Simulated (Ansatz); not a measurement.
Gas-phase electronic energies from Ansatz, PBE0-D4/def2-TZVP geometries. CBS: MP2 limit from def2 TZ/QZ plus the TZ coupled-cluster correction, frozen cores. def2 core potentials past Kr. For Hf outer-core shells are correlated without core-valence functions, which leaves a few kJ/mol of doubt a bond. One conformer a species, not always the lowest.

Consider the formal exchange of groups at the Hf–C bond: `C[N](C)[Hf]([CH3])([OH])[F]` + `CC(C)CC(C)(C)C` → `C[N](C)[Hf]([OH])([F])[CH2]C(C)(C)C` + `CC(C)C`.

`C[N](C)[Hf]([CH3])([OH])[F]`:

Cartesian coordinates in Å:
```
C -0.698 -1.379 -1.395
N -0.062 -0.883 -0.200
C 1.101 -1.655 0.175
Hf -0.580 0.706 0.937
C 0.886 2.285 0.359
O -2.324 1.332 0.414
F -0.231 0.343 2.795
H -1.577 -0.778 -1.643
H -0.016 -1.349 -2.256
H -1.027 -2.421 -1.274
H 1.872 -1.631 -0.607
H 0.846 -2.708 0.362
H 1.555 -1.265 1.094
H 0.750 3.200 0.948
H 1.918 1.949 0.514
H 0.789 2.557 -0.697
H -3.201 1.697 0.474
```

`CC(C)CC(C)(C)C`:

Z-matrix (Å, degrees):
```
C
C 1 1.523
H 1 1.090 2 112.5
H 1 1.093 2 110.4 3 119.8
H 1 1.095 2 111.0 3 -121.0
C 2 1.530 1 114.8 3 68.4
C 2 1.524 1 109.7 3 -168.8
H 2 1.097 1 107.9 3 -52.1
C 6 1.541 2 120.3 1 -63.1
H 6 1.097 2 106.4 1 175.3
H 6 1.099 2 108.5 1 62.2
H 7 1.095 2 110.7 1 -62.5
H 7 1.093 2 111.5 1 177.7
H 7 1.093 2 111.2 1 57.1
C 9 1.529 6 112.2 2 80.7
C 9 1.526 6 111.2 2 -42.7
C 9 1.529 6 107.2 2 -161.4
H 15 1.094 9 110.7 6 56.0
H 15 1.090 9 112.7 6 -64.8
H 15 1.094 9 110.2 6 175.0
H 16 1.094 9 110.4 6 -174.0
H 16 1.093 9 111.9 6 66.2
H 16 1.094 9 111.2 6 -54.5
H 17 1.094 9 111.0 6 -177.1
H 17 1.094 9 110.9 6 -57.3
H 17 1.094 9 111.1 6 62.7
```

`C[N](C)[Hf]([OH])([F])[CH2]C(C)(C)C`:

```xyz
29

C     1.820    0.813    2.298
N     0.571    1.216    1.698
C     0.642    2.532    1.108
Hf   -1.094    0.064    1.671
O    -1.072   -1.133    3.181
F    -2.655    1.141    1.351
C    -0.901   -1.313   -0.087
C    -0.366   -0.839   -1.445
C    -1.053    0.463   -1.853
C    -0.641   -1.896   -2.516
C     1.140   -0.608   -1.358
H     2.139    1.517    3.080
H     1.732   -0.175    2.757
H     2.627    0.762    1.552
H     1.373    2.570    0.288
H     0.938    3.289    1.848
H    -0.327    2.835    0.701
H    -1.353   -1.610    3.954
H    -1.936   -1.678   -0.221
H    -0.335   -2.197    0.243
H    -0.734    0.785   -2.848
H    -2.141    0.348   -1.868
H    -0.812    1.276   -1.160
H    -1.715   -2.070   -2.625
H    -0.249   -1.588   -3.491
H    -0.173   -2.848   -2.249
H     1.660   -1.531   -1.085
H     1.376    0.146   -0.604
H     1.541   -0.270   -2.319
```

`CC(C)C`:

Cartesian coordinates in Å:
```
C 0.885 -0.792 0.830
C -0.225 0.113 0.317
C -1.128 -0.630 -0.656
C 0.349 1.369 -0.324
H 1.521 -0.274 1.553
H 0.480 -1.683 1.317
H 1.523 -1.125 0.005
H -0.834 0.421 1.176
H -0.561 -0.959 -1.534
H -1.945 0.006 -1.008
H -1.568 -1.518 -0.194
H -0.443 2.038 -0.669
H 0.967 1.111 -1.190
H 0.977 1.924 0.378
```

```csv
species,CCSD(T)/CBS(def2) energy (Eh)
`C[N](C)[Hf]([CH3])([OH])[F]`,-397.92554
`CC(C)CC(C)(C)C`,-315.28817
`C[N](C)[Hf]([OH])([F])[CH2]C(C)(C)C`,-554.97199
`CC(C)C`,-158.24397
```

(1) Work out ΔE.

Largest T1 diagnostic among the species: 0.015.

## Answers

(1) ΔE = (-554.97199) + (-158.24397) − (-397.92554) − (-315.28817) = -0.00225 Eh = -5.9 kJ/mol.

The D4 term adds −4.0 kJ/mol with B3LYP and −2.6 kJ/mol with PBE0; it sums over pairs of atoms, weighted by their polarisabilities, and B3LYP, whose exchange is more repulsive, gets the larger term. At CCSD(T), def2-SVP lies −9.4 kJ/mol from the extrapolated value and def2-TZVPP −2.2 kJ/mol. Leaving LDA and LC-ωPBE aside and taking each functional with its dispersion term where it has one, the values, not all of them listed here, spread over 2.5 kJ/mol, from PBE-D4 to CAM-B3LYP-D4.

B3LYP here is the variant with VWN-RPA as its local correlation; programs differ in this.
